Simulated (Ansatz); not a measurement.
Frontier orbitals of CH3F3MoO2, SMILES `C[O][Mo](=[O])([F])([F])[F]`.

Charge 0, multiplicity 1. Correlated methods include outer-core shells of Mo, which these sets cover unevenly. Mo: def2 effective core potential. All single points use the PBE0-D4/def2-TZVP geometry. It is one conformer, not always the lowest. Basis def2-TZVPP, the Gaussian-basis code of Ansatz.

```csv
functional,HOMO (eV),LUMO (eV),gap (eV)
PBE,-8.20,-4.52,3.68
BLYP,-8.12,-4.46,3.66
PBE0,-9.82,-3.94,5.88
LC-ωPBE,-12.54,-1.65,10.89
ωB97M-V,-12.15,-1.76,10.39
```

From PBE to PBE0 the HOMO moves by −1.63 eV and the LUMO by +0.58 eV, and with ωB97M-V by −3.95 and +2.76 eV, so the gap grows from 3.68 to 10.39 eV with exact exchange.

LC-ωPBE has ω = 0.4 bohr⁻¹.
